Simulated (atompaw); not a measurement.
**Before and after: PAW (atompaw) potential for carbon**

atompaw 4.2.0.5 input, output lines left out:

```
C 6
GGA-PBESOL scalarrelativistic loggrid 1500 logderivrange -3 5 201
2 2 0 0 0 0
2 0 1.5
2 1 2.5
0 0 0
c
v
v
1
2.90 2.45 2.25 2.65
y
-0.7
n
y
1.3
n
custom polynom2 7 10 vanderbiltortho besselshape
2 1 ultrasoft
2.90
2.90
2.90
2.90
```

Change: augmentation besselshape compensation charge, radius 2.45 bohr; PAW radius 2.90 bohr; waves and projectors: custom polynom gramschmidtortho.

Cutoffs: the cutoffs (Ry, on a coarse ladder) from which the occupation-weighted sum of valence levels, in a spherical-Bessel basis at the reference potential, stays within 10 and 1 mRy of its value at 400 Ry; they do not see the model core or the augmentation charge, which bear on the density cutoff.

Problem. What does the change do?

Solution. The potential gets softer (10 Ry and 30 Ry → 8 Ry and 10 Ry); the range in which the s phases agree widens (upper end 0.9 → 4.9); neither file shows a bound ghost.

| quantity | base | changed |
| --- | --- | --- |
| cutoff, loose | 10 Ry | 8 Ry |
| cutoff, tight | 30 Ry | 10 Ry |
| loose cutoff by channel (10 mRy a level) | s 6 Ry, p 8 Ry | s 6 Ry, p 6 Ry |
| bound ghosts | none | none |
| s: phases at 2.92 bohr within 0.05 rad from the reference energy up to (Ry; the scan ends near 5) | 0.9 | 4.9 |
| p: phases at 2.92 bohr within 0.05 rad from the reference energy up to (Ry; the scan ends near 5) | 3.5 | 4.5 |
| lowest overlap eigenvalue by channel | s 0.82, p 0.89 | s 0.93, p 0.88 |

 The cutoffs see the waves, projectors and local potential, not the compensation charge or the core.
